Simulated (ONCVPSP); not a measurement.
**I (Z = 53), ONCV: configuration errors across variants**

- Element: iodine (I)
- Generator: ONCVPSP 4.0.1
- Type: optimised norm-conserving Vanderbilt (ONCV)
- Functional: PBEsol
- Relativity: scalar-relativistic
- Frozen core: [Kr] 4d10
- Valence charge: 7
- Reference configuration: 5s2 5p5
- Partial waves: 5s: rc 1.70 bohr, ncon 4, nbas 9, qcut 3.6 1/bohr, 3 projectors, debl 4 Ha; 5p: rc 2.10 bohr, ncon 4, nbas 7, qcut 3.1 1/bohr, 2 projectors, debl 0.6 Ha; d scattering state at 0.05 Ha: rc 1.65 bohr, ncon 3, nbas 6, qcut 5.1 1/bohr, 3 projectors, debl 2.7 Ha
- Local potential: polynomial inside 1.35 bohr (lpopt 5, dvloc0 -1 Ha)
- Core correction: Teter function, fcfact 4.5, rcfact 1.55

All-electron excitation energies from the reference (eV): (1) 5s2 5p4 11.151; (2) 5s2 5p3 31.035; (3) 5s2 5p2 60.421; (4) 5s1 5p6 10.446.

3 further variants failed, have other tests or too few solved ones, and are left out.

A true bound ghost makes a file unfit for plane-wave use even where its test errors are small: the radial tests pick states by their node count and pass the ghost by.

Errors AE − PS in meV (a dash: test not solved or not reliable):

```tsv
change	(1)	(2)	(3)	(4)	bound ghosts	GHOST(+) flags above zero
base	-15	-88	-291	-6.7	d	s, p
all radii but the core radius scaled by about 1.09 (s 1.86, p 2.28, d 1.80 bohr); local potential polynomial inside 1.48 bohr (lpopt 5, dvloc0 -1 Ha)	-15	-92	-307	-5.2	d	s, p
all radii but the core radius scaled by about 1.19 (s 2.02, p 2.48, d 1.96 bohr); local potential polynomial inside 1.60 bohr (lpopt 5, dvloc0 -1 Ha)	-17	-101	-337	-4.1	d	s, p
all radii but the core radius scaled by about 1.22 (s 2.08, p 2.56, d 2.02 bohr); local potential polynomial inside 1.64 bohr (lpopt 5, dvloc0 -1 Ha)	-17	-104	-348	-4.5	d	s, p, d
```

(1) Give the same row for: all radii but the core radius scaled by about 1.31 (s 2.22, p 2.74, d 2.16 bohr); local potential polynomial inside 1.76 bohr (lpopt 5, dvloc0 -1 Ha).

## Answers

(1) -18, -113, -376, -6.3; bound ghosts: none; GHOST(+) flags above zero: s, d.
